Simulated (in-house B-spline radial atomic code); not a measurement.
RPA and G0W0 on LC-wPBE: F-

Configuration [He] 2s2 2p6, mean-field start LC-wPBE. Computed with an all-electron radial atomic-structure program (B-spline basis): all electrons, scalar-relativistic (spin-free one-electron X2C), finite nucleus, each spin shell either full or empty, empty states to l = 9 with an (l + 1/2)⁻⁴ tail; G0W0 by contour deformation at full frequency.

Command:
```bash
python run_gw.py task.json out
```
Settings (radii: box in bohr, nucleus in fm):
```
Z                        9
electrons                10
configuration            [He] 2s2 2p6
hamiltonian              x2c
method                   lc_wpbe
lmax                     9
rms_radius               2.8976
spin_polarised           False
box_radius               60
intervals                76
```

Cost of the run: 1.3 s on 1 thread of Arm Neoverse V2, with other jobs on the host.

Energies (hartree):

```
                                     term      value
                         mean-field total  -99.93985
Hartree-Fock functional on these orbitals  -99.53405
                      direct second order   -0.71821
                    second-order exchange    0.24851
                         SOSEX correction    0.20938
```

Question: What is the RPA correlation energy, and what remains with SOSEX?

Answer: RPA gives -0.55983 hartree (-1.52 eV per electron); RPA + SOSEX gives -0.35045, and the second-order doubles -0.4697 hartree (no singles). SOSEX takes back 37 % of the RPA value.

Quasi-particle levels (eV):

```tsv
level	occupied	mean field	Σx - vxc	Σc	QP weight	G0W0
2p	yes	-3.097	-2.59	?	?	?
```

G0W0 = mean field + (Σx - vxc) + Σc, with Σc (partial-wave tail included) taken at the quasi-particle energy. Levels of low weight are left out.

Question: Where does G0W0 put 2p?

Answer: At -3.741 eV, with Σc = 1.94 eV and a quasi-particle weight of 0.846. The tabulated removal energy is 3.401 eV (electron affinity of the neutral atom).
